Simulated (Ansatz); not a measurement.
```csv
atom,x (Å),y (Å),z (Å)
S,-0.0009,-0.0066,-0.5502
O,0.0047,0.0202,0.9558
```

Basis set: aug-cc-pVDZ (spherical functions). Frozen core: 6 orbitals. Charge 0, multiplicity 3.

Computed with Ansatz (development build ahead of 0.2.0); each method stands on the lowest determinant of its kind that the runs found.

Problem. Give the atomization energy at this shape (free ground-state atoms in the same class of orbitals less the molecule, no zero-point energy) of triplet SO by UHF-MP2, UHF.

Solution.

| method | atomization energy |
| --- | --- |
| UHF-MP2 | 4.93 eV |
| UHF | 1.84 eV |
